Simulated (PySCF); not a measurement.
**Magnetisability: `C=C([BH2-][PH3+])CC`, C$_{4}$H$_{12}$BP**

Molfile (atoms numbered from 1):
```
C4H12BP
     RDKit          3D

 18 17  0  0  0  0  0  0  0  0999 V2000
    0.5156   -0.6497   -1.7646 C   0  0  0  0  0  0  0  0  0  0  0  0
    0.1703    0.2488   -0.8494 C   0  0  0  0  0  0  0  0  0  0  0  0
    1.2332    0.8461    0.2194 B   0  0  0  0  0  0  0  0  0  0  0  0
    1.5015   -0.6968    1.3297 P   0  0  0  0  0  0  0  0  0  0  0  0
   -1.2565    0.7262   -0.7820 C   0  0  0  0  0  0  0  0  0  0  0  0
   -1.9448    0.2109    0.4814 C   0  0  0  0  0  0  0  0  0  0  0  0
   -0.1754   -1.0361   -2.5014 H   0  0  0  0  0  0  0  0  0  0  0  0
    1.5289   -1.0176   -1.8411 H   0  0  0  0  0  0  0  0  0  0  0  0
    0.8172    1.7105    0.9244 H   0  0  0  0  0  0  0  0  0  0  0  0
    2.3039    1.0907   -0.2445 H   0  0  0  0  0  0  0  0  0  0  0  0
    2.3844   -0.7739    2.4034 H   0  0  0  0  0  0  0  0  0  0  0  0
    0.4149   -1.2614    1.9716 H   0  0  0  0  0  0  0  0  0  0  0  0
    1.9262   -1.8425    0.6858 H   0  0  0  0  0  0  0  0  0  0  0  0
   -1.2667    1.8189   -0.7711 H   0  0  0  0  0  0  0  0  0  0  0  0
   -1.8163    0.3876   -1.6588 H   0  0  0  0  0  0  0  0  0  0  0  0
   -1.9462   -0.8788    0.4910 H   0  0  0  0  0  0  0  0  0  0  0  0
   -1.4232    0.5668    1.3685 H   0  0  0  0  0  0  0  0  0  0  0  0
   -2.9757    0.5565    0.5261 H   0  0  0  0  0  0  0  0  0  0  0  0
  1  2  2  0
  2  3  1  0
  3  4  1  0
  2  5  1  0
  5  6  1  0
  1  7  1  0
  1  8  1  0
  3  9  1  0
  3 10  1  0
  4 11  1  0
  4 12  1  0
  4 13  1  0
  5 14  1  0
  5 15  1  0
  6 16  1  0
  6 17  1  0
  6 18  1  0
M  CHG  2   3  -1   4   1
M  END
```

Theory: GIAO PBE/pcSseg-1 magnetisability, rotational g tensor and spin-rotation constants, non-relativistic, gas phase (PySCF 2.14.0). Geometry: GFN2-xTB.

(1) What are the magnetisability and the molar susceptibility?

(2) Split it along the inertial axes a, b, c into diamagnetic and paramagnetic parts about the centre of mass, with the quadrupole moment.

(3) And the rotational g tensor?

## Answers

(1) Isotropic -1225 × 10⁻³⁰ J/T², or -73.8 × 10⁻⁶ cm³/mol; principal values -1351, -1179, -1146 × 10⁻³⁰ J/T², anisotropy 191 × 10⁻³⁰ J/T² (root of half the summed squared differences of the principal values). The susceptibility is in cgs units.

(2) 
| axis | χ (10⁻⁶ cm³/mol) | diamagnetic (10⁻⁶ cm³/mol) | paramagnetic (10⁻⁶ cm³/mol) | summed x² of all electrons (Å²) | quadrupole Θ (D Å) |
| --- | --- | --- | --- | --- | --- |
| a | -72.6 | -465.3 | 392.6 | 144.7 | +8.34 |
| b | -73.8 | -766.9 | 693.1 | 73.6 | -2.61 |
| c | -74.9 | -925.8 | 850.9 | 36.1 | -5.73 |

Anisotropies 2χaa − χbb − χcc = +3.4 and 2χbb − χaa − χcc = -0.1 × 10⁻⁶ cm³/mol. Θ is traceless in Buckingham's convention.

(3) 
| axis | rotational constant (GHz) | g | nuclear part | electronic part |
| --- | --- | --- | --- | --- |
| a | 3.6411 | -0.0296 | 0.6421 | -0.6716 |
| b | 1.8624 | -0.0084 | 0.5979 | -0.6064 |
| c | 1.5078 | -0.0048 | 0.5979 | -0.6027 |

Asymmetric top; isotopes 11B, 12C, 1H, 31P; no vibrational averaging.
